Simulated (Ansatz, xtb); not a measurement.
## Relaxing a trial structure of CHBClSn+

The starting geometry of this gas-phase singlet was built from a drawn formula by distance geometry and a force field; its bonds are those of `Cl[C@@H]1[B]=[Sn+]1`.

```json
{"atom": "C", "x (Å)": "-0.5286", "y (Å)": "-0.9551", "z (Å)": "-0.3044"}
{"atom": "B", "x (Å)": "-0.0656", "y (Å)": "0.4629", "z (Å)": "-0.1311"}
{"atom": "Cl", "x (Å)": "0.4101", "y (Å)": "-1.9504", "z (Å)": "0.8592"}
{"atom": "Sn", "x (Å)": "-1.6346", "y (Å)": "0.5436", "z (Å)": "0.7428"}
{"atom": "H", "x (Å)": "-1.2386", "y (Å)": "-1.6154", "z (Å)": "-0.8727"}
```

Question: Predict what it relaxes into with r2SCAN-D4/def2-SVP.

Answer: A bond breaks, giving a structure with Cl3 bridging Sn4 and C1, given below by its coordinates. Distances that change by over a tenth: B2–Sn4 (1.80 → 2.23 Å), Cl3–Sn4 (3.23 → 2.88 Å). Contacts that open: C1–Sn4 (2.14 → 3.01 Å).

The energy falls by 3.41 eV over 14 steps:

```json
{"step": "1", "E − E(last) (eV)": "3.412"}
{"step": "2", "E − E(last) (eV)": "1.052"}
{"step": "4", "E − E(last) (eV)": "0.276"}
{"step": "5", "E − E(last) (eV)": "0.194"}
{"step": "7", "E − E(last) (eV)": "0.041"}
{"step": "8", "E − E(last) (eV)": "0.003"}
{"step": "10", "E − E(last) (eV)": "0.000"}
{"step": "11", "E − E(last) (eV)": "0.000"}
{"step": "13", "E − E(last) (eV)": "0.000"}
{"step": "14", "E − E(last) (eV)": "0.000"}
```

Final geometry (Å):

| atom | x (Å) | y (Å) | z (Å) |
| --- | --- | --- | --- |
| C | -0.4978 | -1.1149 | -0.5970 |
| B | -0.3601 | 0.2909 | -0.3985 |
| Cl | -0.0200 | -1.6096 | 1.0879 |
| Sn | -1.4445 | 0.8632 | 1.4689 |
| H | -0.7349 | -1.9440 | -1.2674 |

From the same start GFN2-xTB reaches the same bonding as this run.

No frequencies were run, so the end isn't proven a minimum. Atoms past krypton carry core potentials, without spin–orbit terms. Run with Ansatz 0.2.0, 51 s on 1 thread of Arm Neoverse V2, on a shared host.
